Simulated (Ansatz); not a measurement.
Cost and result for the atomization energy of `[NH2][SnH][Cl]` radical (6 atoms, 5 bonds).

Total charge 0; spin multiplicity 2. Correlated methods include outer-core shells of Sn, which these sets cover unevenly. Sn takes the def2 core potential. All single points use the PBE0-D4/def2-TZVP geometry. It is one conformer, not always the lowest. Program: Ansatz. All runs use 2 threads of a server CPU on a shared host. Times are those of one run each, without the atoms' runs, and a repeat can differ threefold. Electronic energies, without spin–orbit coupling; frozen cores. CCSD(T)/CBS adds CCSD(T) − MP2 in def2-TZVPP to the MP2 limit, and its time is that of the two runs behind it. T1 = 0.017; ⟨S²⟩ of the reference is 0.77. With those shells the extrapolation isn't a true limit. B3LYP takes the VWN-RPA correlation (the form of Gaussian; ORCA's B3LYP/G).

CCSD(T)/CBS is a level of theory with its own doubt, some kJ/mol a heavy atom from the limit and from the frozen cores, so smaller differences don't rank the functionals.

```json
{"level": "LDA (SPW92)/def2-TZVPP", "functions": "165", "wall time": "1.4 s"}
{"level": "PBE-D4/def2-TZVPP (with forces)", "functions": "165", "wall time": "2.7 s"}
{"level": "BLYP-D4/def2-TZVPP", "functions": "165", "wall time": "2.7 s"}
{"level": "CAM-B3LYP-D4/def2-TZVPP", "functions": "165", "wall time": "3.2 s"}
{"level": "B3LYP-D4/def2-TZVPP (with forces)", "functions": "165", "wall time": "3.4 s"}
{"level": "r2SCAN-D4/def2-TZVPP (with forces)", "functions": "165", "wall time": "4.2 s"}
{"level": "r2SCANh-D4/def2-TZVPP", "functions": "165", "wall time": "4.7 s"}
{"level": "CCSD(T)/def2-SVP", "functions": "73", "wall time": "5.5 s"}
{"level": "B2PLYP/def2-TZVPP", "functions": "165", "wall time": "6 s"}
{"level": "ωB97X-V/def2-TZVPP", "functions": "165", "wall time": "7.5 s"}
{"level": "MP2/def2-QZVPP", "functions": "299", "wall time": "11 s"}
{"level": "CCSD(T)/def2-TZVPP", "functions": "165", "wall time": "67 s"}
{"level": "CCSD(T)/CBS(def2)", "functions": "–", "wall time": "78 s"}
```

Problem. What atomization energy does each give, and how far from CCSD(T)/CBS? (Estimate.)

Solution. Ansatz gave: 
```tsv
level	atomization (kcal/mol)	difference from CCSD(T)/CBS	per bond
LDA (SPW92)/def2-TZVPP	449.2	62.5	12.5
PBE-D4/def2-TZVPP (with forces)	394.4	7.7	1.5
BLYP-D4/def2-TZVPP	388.9	2.2	0.4
CAM-B3LYP-D4/def2-TZVPP	385.9	-0.8	-0.2
B3LYP-D4/def2-TZVPP (with forces)	386.0	-0.7	-0.1
r2SCAN-D4/def2-TZVPP (with forces)	386.3	-0.4	-0.1
r2SCANh-D4/def2-TZVPP	382.1	-4.6	-0.9
CCSD(T)/def2-SVP	342.3	-44.4	-8.9
B2PLYP/def2-TZVPP	378.3	-8.4	-1.7
ωB97X-V/def2-TZVPP	388.3	1.6	0.3
MP2/def2-QZVPP	381.0	-5.7	-1.1
CCSD(T)/def2-TZVPP	370.6	-16.1	-3.2
CCSD(T)/CBS(def2)	386.7	0.0	0.0
```

Leaving LDA and LC-ωPBE aside and taking each functional with its dispersion term where it has one, the values, not all of them listed here, spread over 23.8 kcal/mol, from BHLYP-D4 to PBE-D4. LDA lies +57.7 kcal/mol from PBE without D4, its usual overbinding. From PBE to PBE0 (25 % exact exchange), in def2-TZVPP and without D4, the atomization energy moves by −11.1 kcal/mol: exact exchange takes away binding that semilocal exchange gives to molecules. The D4 term adds +4.8 kcal/mol with B3LYP and +2.5 kcal/mol with PBE0; it sums over pairs of atoms, weighted by their polarisabilities, and B3LYP, whose exchange is more repulsive, gets the larger term.

Spin–orbit coupling would lower the free Sn atoms strongly, and the atomization energy with them, by more than many differences here. For some Ge, Se and Sn compounds the MP2-based and the directly extrapolated limit differ by 10 to 25 kJ/mol.
